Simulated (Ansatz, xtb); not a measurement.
**Two conformers of GeH2O**

We compare X, `[OH][GeH]`, a singlet, with Y, `[OH][GeH]`, a singlet. Both are isolated molecules in the gas phase, relaxed with B3LYP/6-31G*.

X (Å):

```xyz
4

Ge    0.2558    0.4610   -1.3245
O    -0.6084   -0.2452    0.1043
H    -0.0801    1.9699   -0.8668
H    -0.5485   -1.2139    0.0623
```

Y (Å):

| atom | x (Å) | y (Å) | z (Å) |
| --- | --- | --- | --- |
| Ge | 0.1081 | -0.9553 | -1.0578 |
| O | -1.2120 | 0.2283 | -1.4201 |
| H | 0.2113 | -0.5937 | 0.5338 |
| H | -1.4858 | 0.7244 | -0.6327 |

Energies in hartree; the thermal terms are from B3LYP/6-31G* harmonic frequencies (ideal gas, rigid rotor, one conformer each, 400 K, 1 atm) and include the zero-point energy:

```
                                 X            Y
E, CCSD(T)/def2-TZVPP  −2151.929865  −2151.929666
    zero-point energy      0.019716      0.019314
         H(400 K) − E      0.025797      0.025462
         G(400 K) − E     −0.015281     −0.015731
```

Problem. Work out ΔE, ΔE₀, ΔH and ΔG for X → Y in kJ/mol (1 Eh = 2625.50 kJ/mol) and the equilibrium ratio [Y]/[X].

Solution. 1. ΔE = −2151.929666 − (−2151.929865) = +0.000199 Eh = +0.52 kJ/mol.
2. ΔE₀ = ΔE + ΔZPE = +0.000199 + (−0.000402) Eh = −0.53 kJ/mol.
3. ΔH = ΔE + (−0.000335) Eh = −0.36 kJ/mol.
4. ΔG = ΔE + (−0.000450) Eh = −0.66 kJ/mol, so ΔS = (ΔH − ΔG)/T = +0.8 J/(mol K).
5. kT = 1.2667 mEh, so K = [Y]/[X] = exp(−ΔG/kT) = exp(+0.20) ≈ 1.2.

The two are too close for this level to say which is favoured. An error of 4 kJ/mol in ΔG would change K by a factor of 3.3. Mirror images and further conformers aren't counted.

Other levels gave ΔE = +1.3 (B3LYP/6-31G*); −1.6 (HF/def2-TZVPP); +1.0 (MP2/def2-TZVPP) kJ/mol. The correlated steps freeze 10 core orbitals; the filled d shell of Ge is correlated, in a basis made for valence electrons. Programs: Ansatz 0.2.0.
